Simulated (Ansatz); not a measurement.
System: CH8N3Si, charge 0, multiplicity 2. It need not be the lowest isomer of its formula. SMILES: [CH2][Si](N)(N)N
Geometry from a B3LYP-D3(BJ)/def2-TZVP (Ansatz, a program for electronic structure) optimisation:
```xyz
13

Si     0.0083    -0.0146    -0.0043
C      1.7198    -0.5763    -0.4047
N     -0.3969    -0.8184     1.4653
N     -0.8902    -0.2378    -1.4579
N     -0.2670     1.6435     0.3715
H      2.4306    -0.8822     0.3559
H      2.1332    -0.5320    -1.4069
H     -1.2755    -0.6303     1.9229
H     -0.0984    -1.7673     1.6249
H     -1.8547     0.0515    -1.5098
H     -0.7175    -1.0385    -2.0446
H      0.0492     2.0144     1.2534
H     -0.2231     2.3349    -0.3602
```
Charge 0, spin multiplicity 2.

Wanted: atomisation energy (electronic, to ground-state atoms); the coupled-cluster value holds the core correlation from cc-pwCVTZ, in kcal/mol. Correlated levels leave the core frozen unless marked. Open shells are spin-unrestricted. Spin-orbit coupling is left out. No relativistic terms. CBS(X,Y): correlation extrapolated as X^-3; Hartree-Fock from the larger set.

Level to compare with: CCSD(T)/CBS(cc-pV(T+d)Z,cc-pV(Q+d)Z) plus the core term (Ansatz), 1118.9 kcal/mol. It is a level with limits of its own, and the differences hold the functionals' basis error too.

Rank these functionals by how close they come to CCSD(T)/CBS(cc-pV(T+d)Z,cc-pV(Q+d)Z), closest first: r2SCAN0/def2-TZVPD (Ansatz); B97M-V/def2-TZVPD (Ansatz); BHLYP/def2-TZVPD (Ansatz).

B97M-V/def2-TZVPD (meta-GGA with VV10, 1113.7 kcal/mol, difference -5.2), r2SCAN0/def2-TZVPD (hybrid meta-GGA, 1092.2 kcal/mol, difference -26.7), BHLYP/def2-TZVPD (global hybrid, 1079.0 kcal/mol, difference -39.9)
